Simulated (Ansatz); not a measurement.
Species: H₄GeS₄, SMILES `[SH][Ge]([SH])([SH])[SH]` (charge 0, multiplicity 1).

Q: Give a relaxed geometry from Ansatz (a quantum-chemistry and plane-wave program) with r2SCAN-D4/def2-TZVP.

A: One answer among several that fit: the end point of this relaxation, one of several conformers (outside a Z-matrix the atoms follow the SMILES, hydrogens last).
Z-matrix (Å, degrees):
```
Ge
S 1 2.2189
H 2 1.3461 1 93.24
S 1 2.2189 2 106.47 3 -174.03
H 4 1.3463 1 93.31 2 50.19
S 1 2.2190 2 106.47 3 -50.09
H 6 1.3462 1 93.24 2 174.14
S 1 2.2190 2 115.68 3 67.92
H 8 1.3464 1 93.26 2 67.87
```
